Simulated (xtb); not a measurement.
BrSi, doublet, from a rough starting geometry; GFN2-xTB in xtb 6.7.1.

Here is a job for xtb.
```
$ xtb mol.xyz --gfn 2 --uhf 1 --opt vtight --json

# file mol.xyz
2

Si     0.05502442    -0.03329988    -1.20176141
Br    -0.00334866     0.04405444     1.17147986
```

What the program printed (banner, timings and long lists left out):

```
   ID    Z sym.   atoms
    1   14 Si     1
    2   35 Br     2

           -------------------------------------------------
          |                Calculation Setup                |
           -------------------------------------------------

           -------------------------------------------------
          |                 G F N 2 - x T B                 |
           -------------------------------------------------

          ...................................................
          :                      SETUP                      :
          :.................................................:
          :  # basis functions                  20          :
          :  # atomic orbitals                  18          :
          :  # shells                            6          :
          :  # electrons                        11          :
          :  max. iterations                   250          :
          :  Hamiltonian                  GFN2-xTB          :
          :  restarted?                      false          :
          :  GBSA solvation                  false          :
          :  PC potential                    false          :
          :  electronic temp.          300.0000000     K    :
          :  accuracy                    1.0000000          :
          :  -> integral cutoff          0.2500000E+02      :
          :  -> integral neglect         0.1000000E-07      :
          :  -> SCF convergence          0.1000000E-05 Eh   :
          :  -> wf. convergence          0.1000000E-03 e    :
          :  Broyden damping             0.4000000          :
          :  net charge                          0          :
          :  unpaired electrons                  1          :
          ...................................................

 iter      E             dE          RMSdq      gap      omega  full diag
   1     -5.7628536 -0.576285E+01  0.736E+00    0.00       0.0  T
   2     -5.7651514 -0.229780E-02  0.456E+00    0.00       1.0  T
   3     -5.7649660  0.185389E-03  0.220E+00    0.00       1.0  T
   4     -5.7542342  0.107318E-01  0.625E+00    0.00       1.0  T
   5     -5.7527399  0.149426E-02  0.515E+00    0.00       1.0  T
   6     -5.7630508 -0.103108E-01  0.293E+00    0.00       1.0  T
   7     -5.7661947 -0.314393E-02  0.823E-01    0.00       1.0  T
   8     -5.7659615  0.233200E-03  0.683E-01    0.00       1.0  T
   9     -5.7659933 -0.317567E-04  0.697E-01    0.00       1.0  T
  10     -5.7661243 -0.130993E-03  0.519E-01    0.00       1.0  T
  11     -5.7662850 -0.160700E-03  0.849E-02    0.00       1.0  T
  12     -5.7662841  0.902950E-06  0.616E-02    0.00       1.1  T
  13     -5.7662849 -0.873351E-06  0.230E-02    0.00       3.1  T
  14     -5.7662850 -0.546403E-07  0.480E-03    0.00      14.7  T
  15     -5.7662850 -0.207846E-07  0.179E-03    0.00      39.4  T
  16     -5.7662850 -0.306454E-08  0.994E-05    0.00     711.7  T
  17     -5.7662850 -0.466205E-11  0.125E-05    0.00    5644.8  T

   *** convergence criteria satisfied after 17 iterations ***

         :::::::::::::::::::::::::::::::::::::::::::::::::::::
         ::                     SUMMARY                     ::
         :::::::::::::::::::::::::::::::::::::::::::::::::::::
         :: total energy              -5.764081628428 Eh    ::
         :: gradient norm              0.005422024203 Eh/a0 ::
         :: HOMO-LUMO gap              0.000000059633 eV    ::
         ::.................................................::
         :: SCC energy                -5.766285019772 Eh    ::
         :: -> isotropic ES            0.009961028990 Eh    ::
         :: -> anisotropic ES          0.000523373499 Eh    ::
         :: -> anisotropic XC         -0.000971323873 Eh    ::
         :: -> dispersion             -0.000986439341 Eh    ::
         :: repulsion energy           0.002203391344 Eh    ::
         :: add. restraining           0.000000000000 Eh    ::
[...]
 * total energy  :    -5.7640816 Eh     change       -0.8881784E-15 Eh
 * total energy  :    -5.7641320 Eh     change       -0.5041403E-04 Eh
 * total energy  :    -5.7641992 Eh     change       -0.6716323E-04 Eh
 * total energy  :    -5.7641996 Eh     change       -0.3585320E-06 Eh
 * total energy  :    -5.7641996 Eh     change       -0.7301869E-07 Eh
   *** GEOMETRY OPTIMIZATION CONVERGED AFTER 5 ITERATIONS ***
         :: total energy              -5.764199637257 Eh    ::
[...]
          |                Property Printout                |
           -------------------------------------------------

    * Orbital Energies and Occupations

         #    Occupation            Energy/Eh            Energy/eV
      -------------------------------------------------------------
         1        2.0000           -0.8126019             -22.1120
         2        2.0000           -0.5911838             -16.0869
         3        2.0000           -0.3933405             -10.7033
         4        2.0000           -0.3933405             -10.7033
         5        2.0000           -0.3850591             -10.4780
         6        0.5000           -0.2755013              -7.4968 (HOMO)
         7        0.5000           -0.2755013              -7.4968 (LUMO)
         8                         -0.1996276              -5.4321
         9                         -0.0731956              -1.9918
        10                         -0.0731956              -1.9918
        11                         -0.0432702              -1.1774
        12                         -0.0432702              -1.1774
        13                          0.0549236               1.4945
        14                          0.0727293               1.9791
        15                          0.0727293               1.9791
        16                          0.1177335               3.2037
        17                          0.1177335               3.2037
        18                          0.6342143              17.2579
      -------------------------------------------------------------
                  HL-Gap            0.0000000 Eh            0.0000 eV
             Fermi-level           -0.3028907 Eh           -8.2421 eV

     #   Z          covCN         q      C6AA      α(0)
     1  14 Si       0.816     0.365   225.766    32.653
     2  35 Br       0.816    -0.365   195.057    22.518

 Mol. C6AA /au·bohr⁶  :        823.794438
 Mol. C8AA /au·bohr⁸  :      55581.354468
 Mol. α(0) /au        :         55.170628

Wiberg/Mayer (AO) data.
largest (>0.10) Wiberg bond orders for each atom

 ---------------------------------------------------------------------------
     #   Z sym  total        # sym  WBO       # sym  WBO       # sym  WBO
 ---------------------------------------------------------------------------
     1  14 Si   1.191 --     2 Br   1.191
     2  35 Br   1.191 --     1 Si   1.191
 ---------------------------------------------------------------------------

Topologies differ in total number of bonds
Writing topology from bond orders to xtbtopo.mol

molecular dipole:
                 x           y           z       tot (Debye)
 q only:        0.040      -0.053      -1.613
   full:        0.039      -0.051      -1.566       3.984
molecular quadrupole (traceless):
                xx          xy          yy          xz          yz          zz
 q only:       -0.042      -0.003      -0.049      -0.120      -0.022       0.091
  q+dip:        1.340       0.000       1.331      -0.014      -0.157      -2.672
   full:        1.616       0.001       1.606       0.006      -0.184      -3.222

           -------------------------------------------------
          |                Geometry Summary                 |
           -------------------------------------------------

      molecular mass/u    :      107.9890265
   center of mass at/Å    :        0.0120199       0.0236884       0.5466478
  moments of inertia/u·Å² :        0.0000000E+00   0.1141288E+03   0.1141288E+03
rotational constants/cm⁻¹ :             Infinity   0.1477071E+00   0.1477071E+00

optimized geometry written to: xtbopt.xyz

           -------------------------------------------------
          | TOTAL ENERGY               -5.764199637257 Eh   |
          | GRADIENT NORM               0.000000774687 Eh/α |
          | HOMO-LUMO GAP               0.000000011241 eV   |
           -------------------------------------------------

normal termination of xtb
```
